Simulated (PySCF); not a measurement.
C3H8Si, SMILES `C=[Si](C)C`, neutral singlet in the gas phase. 

Cartesian coordinates (Å):
SMILES: C=[Si](C)C
```xyz
12

C     -1.0357    -1.6619     0.0407
Si    -0.1373    -0.2204     0.0070
C      1.7231    -0.1890    -0.0566
C     -0.9277     1.4651     0.0269
H     -2.1193    -1.6683     0.0741
H     -0.5648    -2.6383     0.0257
H      2.0765     0.3168    -0.9592
H      2.1203    -1.2051    -0.0523
H      2.1363     0.3482     0.8013
H     -0.5891     2.0475     0.8880
H     -2.0139     1.3745     0.0763
H     -0.6684     2.0309    -0.8720
```
Charge 0, multiplicity 1.

All levels are single points at this geometry (PBE0-D3(BJ)/def2-TZVP); Pople sets use spherical d functions. Orbital energies aren't observables, and empty levels follow the basis.

HF/STO-3G in PySCF gives dipole (D) = 1.52.

**Question.** Estimate the dipole (D) from each of these levels: PBE0-D3(BJ)/def2-TZVP in PySCF; B3LYP/6-311+G** in PySCF; B3LYP/LANL2DZ in PySCF; BP86/6-31G* in PySCF; SVWN5/6-31G* in PySCF.

**Answer.** 
```csv
level,dipole (D)
PBE0-D3(BJ)/def2-TZVP in PySCF,2.08
B3LYP/6-311+G** in PySCF,2.05
B3LYP/LANL2DZ in PySCF,1.76
BP86/6-31G* in PySCF,1.63
SVWN5/6-31G* in PySCF,1.67
```
